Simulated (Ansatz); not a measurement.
A CCSD(T) single point on C4N4O4Sn, SMILES `O=C=[N][Sn]([N]=C=O)([N]=C=O)[N]=C=O`.

```yaml
crystal:
  periodic: [false, false, false]
  atoms:
    - {symbol: O, position_ang: [-1.841352, -0.876553, 3.361765]}
    - {symbol: C, position_ang: [-1.580301, -0.543661, 2.281751]}
    - {symbol: N, position_ang: [-1.392667, -0.193855, 1.140186]}
    - {symbol: Sn, position_ang: [0.222458, 0.152539, 0.041473]}
    - {symbol: N, position_ang: [0.814087, 2.023167, 0.255832]}
    - {symbol: C, position_ang: [0.418606, 3.095045, -0.135642]}
    - {symbol: O, position_ang: [0.103261, 4.160063, -0.470329]}
    - {symbol: N, position_ang: [1.737487, -0.964094, 0.644280]}
    - {symbol: C, position_ang: [2.242922, -1.990643, 0.256945]}
    - {symbol: O, position_ang: [2.781848, -2.970270, -0.051916]}
    - {symbol: N, position_ang: [-0.213719, -0.210594, -1.857496]}
    - {symbol: C, position_ang: [-1.189124, -0.651042, -2.419944]}
    - {symbol: O, position_ang: [-2.083006, -1.064803, -3.032008]}
basis:
  gaussian: {orbitals: def2-SVP}
correlation: {method: ccsd_t}
```

```sh
$ ansatz run in.yaml --threads 4 --pin off --events-out ev --progress --plain --max-ram 46080MiB --backend cuda --devices 0, --max-vram 37GiB
```

Log, shortened:

```
Functional definition: HF
1998 factors; integrals over basis functions are off by at most 1.1e-3 eV
mean field evaluation 1: about -23980.4244 eV, gradient 6.7e1 eV
mean field evaluation 2: about -23982.1369 eV, gradient 6.8e1 eV
mean field evaluation 4: about -23990.9014 eV, gradient 6.3e0 eV
mean field evaluation 8: about -23991.0782 eV, gradient 1.0e0 eV
mean field evaluation 16: about -23991.0812 eV, gradient 6.8e-6 eV
mean field -23991.08120060 eV, -881.6559723832 hartree, gradient 6.8e-6 eV, S^2 0.000000; 0 other end points of the search recorded, 0 dependent functions left out
16 core orbitals not correlated: weight in the atoms' cores, before any rotation towards them, 1.000 or more for the frozen orbitals, at most 0.000 for the correlated occupied ones
reference -23991.08120060 eV, -881.6559723832 hartree; 37, 37 occupied and 141, 141 virtual orbitals, 1998 factors
second order -52.18194134 eV of doubles, -0.00000000 eV of singles
cycle   1  -49.86439598 eV  change     2.3e0 eV  update   2.3e-1
cycle   2  -51.63827025 eV  change    -1.8e0 eV  update   7.7e-2
cycle   3  -52.03456428 eV  change   -4.0e-1 eV  update   3.3e-2
cycle   4  -52.00979817 eV  change    2.5e-2 eV  update   7.3e-3
cycle   5  -51.99924969 eV  change    1.1e-2 eV  update   2.7e-3
cycle   6  -52.00150665 eV  change   -2.3e-3 eV  update   8.4e-4
cycle   7  -52.00123255 eV  change    2.7e-4 eV  update   2.4e-4
cycle   8  -52.00101396 eV  change    2.2e-4 eV  update   1.0e-4
cycle   9  -52.00103108 eV  change   -1.7e-5 eV  update   3.4e-5
perturbative correction -2.21793528 eV, -0.0815076180 hartree
Total energy: -24045.30016696 eV, -883.6484826458 hartree
```

Hardware: 4 threads of an AMD EPYC 7R13 on a shared host and a share of an NVIDIA H100 80 GB. Wall time 3.5 s, peak host memory 1.1 GiB.

MP2 recovers 96.2 % of the CCSD(T) correlation energy and the triples give 4.1 %; T1 = 0.0179.
